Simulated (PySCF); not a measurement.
## How methods differ on the ionisation energy of W³¹⁺

W³¹⁺ [Kr] 4d7 [4d3/2^4 4d5/2^3, M_J = 9/2] → W³²⁺ [Kr] 4d6 [4d3/2^4 4d5/2^2, M_J = 4], as a difference of total energies. Computed with PySCF 2.14 in an uncontracted even-tempered set (17 s from 2.9 bohr⁻², ratio 2.8; 14 p from 3.8 bohr⁻², ratio 2.8; 9 d from 3.8 bohr⁻², ratio 2.8; 3 f from 17 bohr⁻², ratio 3), with the two-component X2C-1e Hamiltonian. Correlated levels: [Ar] 3d10 frozen; the 92 highest virtual spinors dropped. "Screened" scales the spin-orbit matrix elements by Boettger's factors to mimic the two-electron term; Breit and QED terms are absent.

```json
{"method": "GHF (spin-free)", "ionisation energy (eV)": "1281.3"}
{"method": "GMP2 (spin-free)", "ionisation energy (eV)": "1281.7"}
{"method": "GHF (screened spin-orbit)", "ionisation energy (eV)": "1278.6"}
{"method": "GMP2 (screened spin-orbit)", "ionisation energy (eV)": "1278.6"}
```

Breit and QED terms and the two-electron picture change are absent.

The spin-free rows relax to the high-spin LS determinant and lack the spin-orbit shift.

The labels give the starting determinants; with spin-orbit coupling the two ends relaxed to ⟨J²⟩ = 24.75, ⟨L²⟩ = 15.40, ⟨S²⟩ = 2.74 and ⟨J²⟩ = 20.02, ⟨L²⟩ = 11.53, ⟨S²⟩ = 3.38.

For comparison: 1283.4 ± 1.4 eV (semi-empirical (NIST evaluation); NIST Atomic Spectra Database, ionization energies).
